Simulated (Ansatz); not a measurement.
ClHSi (SMILES [SiH]Cl) moved off its minimum; all values from Ansatz (a program for electronic structure), cores frozen in correlated methods.
(charge 0, multiplicity 1)
```xyz
3

Si     0.68785    -0.30632     0.72176
H      1.87382    -0.52701    -0.29124
Cl    -0.77479     0.29389    -0.57887
```

| level | largest force (eV/Å) | on atom | rms difference from CCSD(T)/aug-cc-pV(T+d)Z (eV/Å) | dipole (D) |
|---|---|---|---|---|
| HF/def2-TZVPP | 1.13 | Si1 | 0.122 | 0.89 |
| PBE/def2-TZVPP | 1.02 | Si1 | 0.167 | 0.52 |
| r2SCAN/def2-TZVPP | 0.87 | Si1 | 0.100 | 0.55 |
| B3LYP/def2-TZVPP | 1.08 | Si1 | 0.053 | 0.68 |
| wB97M-V/def2-TZVPP | 0.96 | Si1 | 0.065 | 0.76 |
| MP2/aug-cc-pV(T+d)Z | 1.04 | Si1 | 0.072 | 0.73 |
| CCSD(T)/aug-cc-pV(T+d)Z | 1.07 | Si1 | 0.000 | 0.72 |

The differences count from one level among others, with limits of its own. Forces at CCSD(T)/aug-cc-pV(T+d)Z (eV/Å):

```json
[
 {"atom": "Si1", "Fx": "0.983", "Fy": "-0.325", "Fz": "0.269"},
 {"atom": "H2", "Fx": "-0.649", "Fy": "0.158", "Fz": "0.263"},
 {"atom": "Cl3", "Fx": "-0.334", "Fy": "0.167", "Fz": "-0.533"}
]
```

Doubts at one or more of the structures used: a restricted determinant that unrestricted orbitals would lower (MP2/aug-cc-pV(T+d)Z, CCSD(T)/aug-cc-pV(T+d)Z).
